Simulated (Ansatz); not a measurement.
C2H2FNSe (`FC1N=C[Se]1`). Total charge 0; spin multiplicity 1. Correlated methods include outer-core shells of Se, which these sets cover unevenly. Scalar relativity is left out up to krypton.

Z-matrix (Å, degrees):
```
C
N 1 1.438
F 1 1.337 2 114.5
Se 1 2.031 2 93.0 3 -121.2
H 1 1.092 2 112.5 3 126.8
C 2 1.274 1 98.4 3 126.1
H 6 1.087 2 126.0 1 173.7
```

(1) Give the diagnostics of a CCSD(T)/def2-TZVPP run (frozen core, Ansatz). (Best estimate.)

Results:

(1) Computed: T1 = 0.0133, largest single amplitude 0.028, largest double 0.063, (T) share of the correlation energy 4.3 %, 10 CCSD cycles. The RHF solution is stable towards an unrestricted one. T1 lies under the customary mark of 0.02 for closed shells.
